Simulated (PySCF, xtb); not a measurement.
Dissociation curve of SMILES N[SiH3]. The N2–H7 bond (N2 also carries H, Si; H7 carries nothing else) is stretched with both fragments frozen at the PBE0/def2-TZVP optimised geometry.

Levels: GFN1-xTB (xtb); UKS-B3LYP/6-31G* = unrestricted B3LYP/6-31G*, spherical d in PySCF; RHF/3-21G = restricted Hartree-Fock/3-21G run with PySCF; UCCSD(T) = CCSD(T) on UHF/cc-pVDZ, 6 core orbitals frozen in PySCF 2.14.0.

Energies relative to the lowest point of each curve near equilibrium, in kcal/mol; the last columns give the difference from UCCSD(T):

| R / Å | GFN1-xTB | UKS-B3LYP/6-31G* | RHF/3-21G | UCCSD(T) | GFN1-xTB − UCCSD(T) | UKS-B3LYP/6-31G* − UCCSD(T) | RHF/3-21G − UCCSD(T) |
|---|---|---|---|---|---|---|---|
| 0.80 | 37.7 | 38.9 | 37.3 | 41.4 | -3.7 | -2.5 | -4.2 |
| 0.85 | 18.9 | 20.1 | 18.8 | 21.7 | -2.9 | -1.7 | -3.0 |
| 0.91 | 6.2 | 6.9 | 6.1 | 7.8 | -1.6 | -0.9 | -1.7 |
| 0.94 | 2.8 | 3.2 | 2.6 | 3.8 | -1.0 | -0.5 | -1.2 |
| 0.97 | 0.8 | 1.0 | 0.7 | 1.3 | -0.5 | -0.3 | -0.6 |
| 1.01 | 0.0 | 0.0 | 0.0 | 0.0 | 0.0 | 0.0 | 0.0 |
| 1.04 | 0.4 | 0.4 | 0.7 | 0.2 | 0.2 | 0.2 | 0.5 |
| 1.06 | 1.1 | 1.0 | 1.6 | 0.8 | 0.3 | 0.2 | 0.7 |
| 1.12 | 4.6 | 4.8 | 6.0 | 4.4 | 0.2 | 0.4 | 1.6 |
| 1.17 | 8.7 | 9.3 | 11.1 | 8.9 | -0.2 | 0.4 | 2.2 |
| 1.25 | 16.8 | 18.3 | 21.3 | 17.9 | -1.1 | 0.4 | 3.3 |
| 1.35 | 28.5 | 31.0 | 35.7 | 30.7 | -2.1 | 0.3 | 5.1 |
| 1.52 | 49.1 | 53.2 | 62.0 | 52.8 | -3.7 | 0.4 | 9.2 |
| 1.64 | 62.8 | 68.0 | 80.3 | 67.5 | -4.7 | 0.5 | 12.8 |
| 1.83 | 82.2 | 88.7 | 107.3 | 86.9 | -4.7 | 1.8 | 20.4 |
| 2.01 | 97.5 | 101.0 | 130.1 | 100.9 | -3.4 | 0.1 | 29.2 |
| 2.24 | 112.9 | 108.3 | 155.0 | 109.5 | 3.4 | -1.2 | 45.5 |
| 2.50 | 125.4 | 111.4 | 178.0 | 111.2 | 14.2 | 0.1 | 66.8 |
| 2.69 | 132.0 | 112.3 | 191.8 | 111.4 | 20.6 | 0.8 | 80.4 |
| 3.03 | 139.7 | 112.9 | 210.9 | 111.5 | 28.2 | 1.5 | 99.4 |
| 3.51 | 145.0 | 113.3 | 228.4 | 111.6 | 33.4 | 1.8 | 116.9 |

GFN1-xTB is furthest from UCCSD(T) at 3.51 (33.4 kcal/mol, above); its mean absolute difference over the points is 6.2 kcal/mol.

UKS-B3LYP/6-31G* is furthest from UCCSD(T) at 0.80 (-2.5 kcal/mol, below); its mean absolute difference over the points is 0.8 kcal/mol.

RHF/3-21G is furthest from UCCSD(T) at 3.51 (116.9 kcal/mol, above); its mean absolute difference over the points is 24.0 kcal/mol.

The unrestricted determinant behind UKS-B3LYP/6-31G* is spin-contaminated at 1.83 to 3.51 Å (<S²> up to 1.0, against 0.00 for a pure singlet). The restricted form behind RHF/3-21G keeps the bonding electrons paired and can't separate into open-shell fragments. The unrestricted determinant behind UCCSD(T) is spin-contaminated at 1.52 to 3.51 Å (<S²> up to 1.0, against 0.00 for a pure singlet).
